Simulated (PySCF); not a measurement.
**Mayer bond orders and bond lengths**

Acetylacetone, C5H8O2.
SMILES with atom numbers: `[CH3:1][C:2](=[O:3])/[CH:4]=[C:5](\[CH3:6])[OH:7]` (hydrogens: H8, H9, H10 on C1; H11 on C4; H12, H13, H14 on C6; H15 on O7)

Cartesian coordinates in Å at the PBE0-D3(BJ)/def2-SVP level; atoms count from 1:
```
atom  x, y, z in Å
C1     2.2227   -0.0619    1.1452
C2     0.9601   -0.4746    0.4200
O3     0.7566   -1.6426    0.1350
C4     0.0342    0.6116    0.0982
C5    -1.1589    0.4398   -0.5310
C6    -1.7229   -0.8578   -0.9938
O7    -1.9644    1.4723   -0.8084
H8     2.8463   -0.9461    1.3238
H9     2.7858    0.6747    0.5502
H10    1.9769    0.4179    2.1061
H11    0.3246    1.6278    0.3878
H12   -2.7765   -0.7222   -1.2692
H13   -1.1609   -1.2234   -1.8668
H14   -1.6053   -1.6296   -0.2235
H15   -1.5539    2.2903   -0.4999
```

Bond orders from the PBE0/pcSseg-1 density (PySCF). Geometry: PBE0-D3(BJ)/def2-SVP, one conformer, isolated molecule.

**Question.** How far do the computed orders between heavy atoms stray from the drawn ones?

**Answer.** The largest departure is 0.349, at C4–C5 (drawn double, 1.651). Drawn single, order above 1.12: C5–O7 (1.142). Drawn double or triple, more than 0.30 short of the drawn order: C4–C5 (1.651).

**Question.** Give the Mayer order of every bond, beside its length.

**Answer.** 
```tsv
bond	drawn as	length (Å)	Mayer order
C1–C2	single	1.513	1.004
C2–O3	double	1.219	1.948
C2–C4	single	1.463	1.035
C4–C5	double	1.360	1.651
C5–C6	single	1.489	1.057
C5–O7	single	1.339	1.142
C1–H8	single	1.097	0.958
C1–H9	single	1.102	0.948
C1–H10	single	1.102	0.948
C4–H11	single	1.096	0.941
C6–H12	single	1.097	0.943
C6–H13	single	1.101	0.934
C6–H14	single	1.097	0.934
O7–H15	single	0.966	0.938
```

Bonds between the same two heavy elements. C–C: lowest C1–C2 (1.004, 1.513 Å), highest C4–C5 (1.651, 1.360 Å); in 1 of the 6 pairs the longer bond (by over 0.003 Å) has the higher order (by 0.02 or more). C–O: lowest C5–O7 (1.142, 1.339 Å), highest C2–O3 (1.948, 1.219 Å).

**Question.** Sum the orders of all bonds at each heavy atom with more than one neighbour and set the sums beside the valence in the SMILES.

**Answer.** C1 3.858 (drawn 4), C2 3.987 (drawn 4), C4 3.627 (drawn 4), C5 3.850 (drawn 4), C6 3.868 (drawn 4), O7 2.080 (drawn 2). Orders between atoms that aren't bonded are not in these sums.

The Mayer order sums products of elements of PS (density times overlap matrix) between the two atoms' basis functions, so it depends on the basis set.

The run behind these numbers computed NMR shieldings as well. Hardware: Intel Xeon Platinum 8375C at 2.90 GHz, one thread, no GPU (shared host). Cost: 29 s wall (grids of density and orbitals included), 0.94 GiB resident at most.
